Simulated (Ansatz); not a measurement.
Input file for Ansatz (a program for electronic structure): U-wB97X-V/cc-pVTZ on iminoborane (SMILES B=N), a point of a bond scan (R = 2.334 Å).

Ansatz 0.2 input:
```yaml
crystal:
  periodic: [false, false, false]
  atoms:
    - {symbol: B, position_ang: [-0.00000000, -0.00000000, -0.69205561]}
    - {symbol: N, position_ang: [0.00000000, 0.00000000, 0.54091709]}
    - {symbol: H, position_ang: [0.00000000, 0.00000000, -3.02576487]}
    - {symbol: H, position_ang: [0.00000000, 0.00000000, 1.53276862]}
basis:
  gaussian:
    orbitals: cc-pVTZ
hamiltonian:
  xc: {name: wB97X-V}
magnetization: {spin_polarized: true, initial_magnetization: 0}
```

Output:

```
Functional definition: wB97X-V
[...]
integrals: 0.02 GiB planned
507 factors; their error is unknown
integrals: 0.05 GiB planned
108 factors; integrals over basis functions are off by at most 1.1e-4 eV
mean field: 0.29 GiB planned
mean field evaluation 1: about -2187.1225 eV, gradient 4.0e1 eV
mean field evaluation 2: about -2183.8963 eV, gradient 4.9e1 eV
mean field evaluation 4: about -2194.2021 eV, gradient 2.3e0 eV
mean field evaluation 8: about -2194.2330 eV, gradient 1.9e-2 eV
mean field evaluation 16: about -2194.1133 eV, gradient 2.7e0 eV
mean field -2194.38099385 eV, -80.6420141190 hartree, gradient 8.6e-6 eV, S^2 0.435927; 1 other end points of the search recorded, 0 dependent functions left out
reference -2194.38099278 eV, -80.6420140796 hartree; 7, 7 occupied and 81, 81 virtual orbitals, 507 factors
Total energy: -2194.38099278 eV, -80.6420140796 hartree
```

The run converged. Its determinant has ⟨S²⟩ = 0.44, a mixture of spin states.

Cost: about 5 core-seconds (a rough figure).
